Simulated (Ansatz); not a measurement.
`COB(O)F` + `COB(O)O[SiH3]` → `COB(O)O` + `COB(F)O[SiH3]`  (redistribution)

Calculated with Ansatz (gas phase, PBE0-D4/def2-TZVP geometries, no zero-point term in ΔE). CBS: MP2 limit from def2 TZ/QZ plus the TZ coupled-cluster correction, frozen cores. DFT in def2-TZVPP. B3LYP here is the variant with VWN-RPA as its local correlation; programs differ in this. Each species was taken in one conformer, which may not be the lowest.

```json
{"level": "PBE-D4", "ΔE (kJ/mol)": "-11.2", "difference from CCSD(T)/CBS": "1.7"}
{"level": "r2SCAN-D4", "ΔE (kJ/mol)": "-12.1", "difference from CCSD(T)/CBS": "0.8"}
{"level": "PBE0-D4", "ΔE (kJ/mol)": "-12.0", "difference from CCSD(T)/CBS": "0.9"}
{"level": "B3LYP-D4", "ΔE (kJ/mol)": "-12.9", "difference from CCSD(T)/CBS": "0.0"}
{"level": "ωB97X-V", "ΔE (kJ/mol)": "-13.3", "difference from CCSD(T)/CBS": "-0.4"}
{"level": "ωB97M-V", "ΔE (kJ/mol)": "-12.9", "difference from CCSD(T)/CBS": "0.0"}
{"level": "B2PLYP", "ΔE (kJ/mol)": "-13.7", "difference from CCSD(T)/CBS": "-0.8"}
{"level": "PBE", "ΔE (kJ/mol)": "-11.9", "difference from CCSD(T)/CBS": "1.0"}
{"level": "r2SCAN", "ΔE (kJ/mol)": "-12.3", "difference from CCSD(T)/CBS": "0.6"}
{"level": "PBE0", "ΔE (kJ/mol)": "-12.7", "difference from CCSD(T)/CBS": "0.2"}
{"level": "B3LYP", "ΔE (kJ/mol)": "-14.0", "difference from CCSD(T)/CBS": "-1.1"}
{"level": "HF/def2-TZVPP", "ΔE (kJ/mol)": "-16.8", "difference from CCSD(T)/CBS": "-3.9"}
{"level": "MP2/def2-TZVPP", "ΔE (kJ/mol)": "-12.8", "difference from CCSD(T)/CBS": "0.1"}
{"level": "SCS-MP2/def2-TZVPP", "ΔE (kJ/mol)": "-13.6", "difference from CCSD(T)/CBS": "-0.7"}
{"level": "CCSD/def2-TZVPP", "ΔE (kJ/mol)": "-13.6", "difference from CCSD(T)/CBS": "-0.7"}
{"level": "CCSD(T)/def2-TZVPP", "ΔE (kJ/mol)": "-12.9", "difference from CCSD(T)/CBS": "0.0"}
{"level": "HF/def2-QZVPP", "ΔE (kJ/mol)": "-16.6", "difference from CCSD(T)/CBS": "-3.7"}
{"level": "MP2/def2-QZVPP", "ΔE (kJ/mol)": "-12.8", "difference from CCSD(T)/CBS": "0.1"}
{"level": "SCS-MP2/def2-QZVPP", "ΔE (kJ/mol)": "-13.6", "difference from CCSD(T)/CBS": "-0.7"}
{"level": "HF/CBS(def2)", "ΔE (kJ/mol)": "-16.6", "difference from CCSD(T)/CBS": "-3.7"}
{"level": "MP2/CBS(def2)", "ΔE (kJ/mol)": "-12.8", "difference from CCSD(T)/CBS": "0.1"}
{"level": "CCSD/CBS(def2)", "ΔE (kJ/mol)": "-13.6", "difference from CCSD(T)/CBS": "-0.7"}
{"level": "CCSD(T)/CBS", "ΔE (kJ/mol)": "-12.9", "difference from CCSD(T)/CBS": "0"}
```

Largest T1 diagnostic among the species: 0.012.

In def2-TZVPP, CCSD(T) changes the Hartree–Fock value by +3.9 kJ/mol (the triples alone add +0.7 kJ/mol) and MP2 by +3.9 kJ/mol.
